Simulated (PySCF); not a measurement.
H4O, SMILES [OH4+2], charge +2.

Coordinates come from a r2SCAN-D4/def2-TZVPD optimisation.

All values below come from r2SCAN/def2-TZVPD in PySCF.

Computed frontier levels, gap, dipole moment and polarisability:
The highest occupied level is -34.23 eV and the lowest empty level comes out as -15.95 eV. The orbital gap is 18.28 eV. The dipole moment about the centre of nuclear charge is 0.00 D. The mean static polarisability is 6.1 bohr³ (0.90 Å³) and the polarisability, principal values comes out as 6.1, 6.1, 6.1 bohr³.
